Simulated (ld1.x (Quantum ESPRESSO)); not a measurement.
What one change does to a pseudopotential (ruthenium, TM)

| Quantity | Value |
| --- | --- |
| Element | Ru |
| Generator | ld1.x (Quantum ESPRESSO) 7.5 |
| Type | norm-conserving Troullier–Martins (Kleinman–Bylander form) |
| Functional | LDA (PZ) |
| Relativity | scalar-relativistic |
| Frozen core | [Ar] 3d10 |
| Valence charge | 16 |
| Reference configuration | 4s2 4p6 4d6 5s0 5p0 (charge +2) |
| Partial waves | 4s (bound): rc 1.45 bohr; 4p (bound): rc 1.80 bohr; 4d (bound): rc 1.85 bohr |
| Local potential | the d channel |
| Core correction | Bessel-smoothed model core, default radius (core density twice the valence density) |

Change: all radii but the core radius scaled by about 1.38 (s 2.00, p 2.50, d 2.56 bohr).

Cutoffs: the cutoffs (Ry, on a coarse ladder) from which the occupation-weighted sum of valence levels, in a spherical-Bessel basis at the reference potential, stays within 10 and 1 mRy of its value at 400 Ry; they do not see the model core or the augmentation charge, which bear on the density cutoff. Errors are all-electron minus pseudo energies relative to the spin-unpolarised reference configuration.

**Question.** How do hardness, ghosts and transferability respond?

**Answer.** The potential gets softer (70 Ry and 100 Ry → 35 Ry and 55 Ry); of the 9 tests that both files solve, the error grows in 9 and shrinks in 0 by more than 15 % and 0.3 meV (median size 177.8 → 1602.8 meV); neither file shows a bound ghost at the reference potential, the only one tested. A larger radius leaves more room for a smooth pseudo-wave, so fewer plane waves are needed. More of the atom is replaced by a form fitted at one configuration, so other configurations suffer.

| quantity | base | changed |
| --- | --- | --- |
| cutoff, loose | 70 Ry | 35 Ry |
| cutoff, tight | 100 Ry | 55 Ry |
| loose cutoff by channel (10 mRy a level) | s 55 Ry, p 25 Ry, d 40 Ry | s 12 Ry, p 25 Ry, d 30 Ry |
| bound ghosts | none | none |
| error for 4s2 4p6 4d7 5s1 5p0, meV [ΔE -26.05 eV] | +178 | +1603 |
| error for 4s2 4p6 4d7 5s0 5p0, meV [ΔE -18.44 eV] | -0.3 | -17 |
| error for 4s2 4p6 4d5 5s0 5p0, meV [ΔE 30.85 eV] | +0.5 | +7.3 |
| error for 4s2 4p6 4d4 5s0 5p0, meV [ΔE 75.56 eV] | +19 | +126 |
| error for 4s2 4p6 4d6 5s1 5p1, meV [ΔE -20.39 eV] | +276 | +2134 |
| error for 4s2 4p6 4d6 5s1 5p0, meV [ΔE -15.73 eV] | +294 | +2600 |
| error for 4s2 4p5 4d7 5s1 5p0, meV [ΔE 26.46 eV] | +279 | +2947 |
| error for 4s2 4p6 4d6 5s0 5p0 (spin-polarised), meV [ΔE -2.50 eV] | +100 | +197 |
| error for 4s2 4p6 4d7 5s1 5p0 (spin-polarised), meV [ΔE -27.70 eV] | +223 | +1728 |

Changed file: These tests converged, but a pseudo level misses the all-electron one widely, so the file describes the atom poorly there or has found another state: 4s2 4p6 4d7 5s1 5p0: 5s by 1.1 eV; 4s2 4p6 4d7 5s0 5p0: empty 5s by 2.3 eV; 4s2 4p6 4d5 5s0 5p0: empty 5s by 5.3 eV; 4s2 4p6 4d4 5s0 5p0: empty 5s by 7.4 eV; 4s2 4p6 4d6 5s1 5p1: 5s by 1.8 eV; 4s2 4p5 4d7 5s1 5p0: 5s by 2.2 eV.
